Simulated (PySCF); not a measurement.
Point-charge models of `C(/C(C)C)(C)=P\CCC#N` against its computed dipole.

Coordinates (GFN2-xTB, Å) and charges (e) from the PBE0/pcSseg-1 density (PySCF):

```csv
atom,x,y,z,Mulliken,IAO,Hirshfeld,ESP-fitted
C1,-0.361,-1.000,-0.979,-0.1777,-0.4253,-0.1146,-0.8024
C2,-0.527,-0.025,0.142,-0.5011,-0.1855,-0.0205,+0.3865
P3,0.720,0.829,0.883,+0.3793,+0.2670,+0.0644,-0.5117
C4,2.227,0.229,-0.064,-0.5461,-0.4273,-0.1104,+0.5156
C5,3.491,0.914,0.468,-0.1724,-0.2940,-0.0459,-0.2744
C6,4.644,0.469,-0.271,+0.0588,+0.1435,+0.0846,+0.2942
N7,5.537,0.093,-0.878,-0.2476,-0.2555,-0.2367,-0.4616
C8,-1.914,0.235,0.672,-0.3175,-0.0910,-0.0234,+0.2259
C9,-2.545,-1.041,1.234,-0.1966,-0.4165,-0.1164,-0.4741
C10,-2.805,0.859,-0.403,-0.1952,-0.4160,-0.1164,-0.4631
H11,0.288,-1.825,-0.682,+0.1433,+0.1596,+0.0510,+0.2117
H12,-1.316,-1.413,-1.287,+0.1305,+0.1446,+0.0451,+0.2227
H13,0.101,-0.524,-1.846,+0.1432,+0.1591,+0.0510,+0.2084
H14,2.319,-0.855,0.044,+0.1706,+0.1509,+0.0430,-0.0628
H15,2.103,0.455,-1.127,+0.1711,+0.1508,+0.0430,-0.0605
H16,3.637,0.677,1.526,+0.1749,+0.1785,+0.0634,+0.1380
H17,3.407,2.000,0.368,+0.1747,+0.1783,+0.0630,+0.1391
H18,-1.822,0.956,1.495,+0.1205,+0.1347,+0.0331,+0.0465
H19,-3.496,-0.807,1.707,+0.1193,+0.1438,+0.0448,+0.1351
H20,-2.725,-1.770,0.448,+0.1054,+0.1332,+0.0385,+0.1251
H21,-1.890,-1.489,1.978,+0.1195,+0.1451,+0.0382,+0.1046
H22,-3.781,1.097,0.014,+0.1183,+0.1432,+0.0444,+0.1320
H23,-2.948,0.179,-1.240,+0.1053,+0.1332,+0.0384,+0.1234
H24,-2.357,1.777,-0.778,+0.1196,+0.1454,+0.0381,+0.1019
```

Q: What dipole does each set of charges give (1 e·Å = 4.803 D), and what does the density give?

A: The full density gives (-4.33, -0.14, 0.71) D, 4.39 D in size; dipole vectors point from the negative to the positive end.

```tsv
scheme	μx	μy	μz	size (D)	share of the full size (%)	angle to the full dipole (°)
Mulliken	-4.69	0.40	1.33	4.90	112	9
IAO	-3.59	1.06	1.91	4.20	96	25
Hirshfeld	-3.49	0.46	1.21	3.72	85	13
ESP-fitted	-4.40	-0.13	0.72	4.46	102	0
```

Q: Which set comes closest?

A: Length of the difference vector: ESP-fitted 0.07 D, Mulliken 0.90 D, Hirshfeld 1.15 D, IAO 1.85 D. Closest: ESP-fitted. The schemes that divide the density aren't constrained to reproduce the dipole.

Q: What is left for the Hirshfeld atoms' own dipoles?

A: The Hirshfeld atoms' densities add up to the full density, so μ = Σ q r + Σ (atomic dipoles). The atomic dipoles sum to (-4.33, -0.14, 0.71) − (-3.49, 0.46, 1.21) = (-0.84, -0.60, -0.50) D, 1.15 D in size.

Q: With the origin at the mean of the coordinates, (0.000, 0.001, 0.059) Å, which are the largest single terms, by size, of the Mulliken dipole along the direction of the full one?

A: N7 +6.68, C4 +5.83, C8 -3.02, H16 -2.83, H17 -2.83 D; all 24 atoms together +4.83 D. The single terms depend on the origin, their sum doesn't.

Q: Give the size of the full dipole in other units.

A: 4.39 D = 1.727 au = 0.914 e·Å = 14.64 × 10⁻³⁰ C·m.

The structure is a single GFN2-xTB conformer in the gas phase; no vibrational or solvent corrections.

Conformer computed: `[CH3:1]/[C:2](=[P:3]\[CH2:4][CH2:5][C:6]#[N:7])[CH:8]([CH3:9])[CH3:10]`: C2–P3–C4–C5 180°, P3–C4–C5–C6 -179°, C1–C2–C8–C9 61°.
